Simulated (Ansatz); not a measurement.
A single point on `BOC(O)O`.

```yaml
crystal:
  periodic: [false, false, false]
  atoms:
    - {symbol: B, position_ang: [-1.025791, 0.412092, -1.301400]}
    - {symbol: O, position_ang: [-0.480074, 0.563530, -0.079523]}
    - {symbol: C, position_ang: [0.495161, -0.351651, 0.407300]}
    - {symbol: O, position_ang: [-0.063766, -1.269137, 1.243524]}
    - {symbol: O, position_ang: [1.438842, 0.378469, 1.104929]}
    - {symbol: H, position_ang: [-1.873696, 1.193404, -1.614585]}
    - {symbol: H, position_ang: [-0.644301, -0.465149, -2.027104]}
    - {symbol: H, position_ang: [0.917211, -0.900701, -0.442409]}
    - {symbol: H, position_ang: [-0.270272, -0.818872, 2.071945]}
    - {symbol: H, position_ang: [1.589885, 1.206915, 0.640225]}
basis:
  gaussian: {orbitals: def2-QZVPP}
correlation: {method: mp2}
```

```sh
$ ansatz run in.yaml --threads 4 --pin off --events-out ev --progress --plain --max-ram 10444MiB
```

Output, abridged:

```
Functional definition: HF
2681 factors; integrals over basis functions are off by at most 8.1e-4 eV
mean field evaluation 1: about -7892.9132 eV, gradient 4.9e1 eV
mean field evaluation 2: about -7893.0462 eV, gradient 4.9e1 eV
mean field evaluation 4: about -7897.4679 eV, gradient 3.8e0 eV
mean field evaluation 8: about -7897.5223 eV, gradient 3.4e-1 eV
mean field -7897.52265689 eV, -290.2286045075 hartree, gradient 2.3e-6 eV, S^2 0.000000; 0 other end points of the search recorded, 0 dependent functions left out
5 core orbitals not correlated: weight in the atoms' cores, before any rotation towards them, 1.000 or more for the frozen orbitals, at most 0.000 for the correlated occupied ones
reference -7897.52265689 eV, -290.2286045075 hartree; 15, 15 occupied and 415, 415 virtual orbitals, 2681 factors
second order -28.76837530 eV of doubles, -0.00000000 eV of singles
Total energy: -7926.29103219 eV, -291.2858228000 hartree
```

It took 10 s on 4 threads of an Intel Xeon 6975P-C on a shared host, with 2.5 GiB of host memory at the peak.
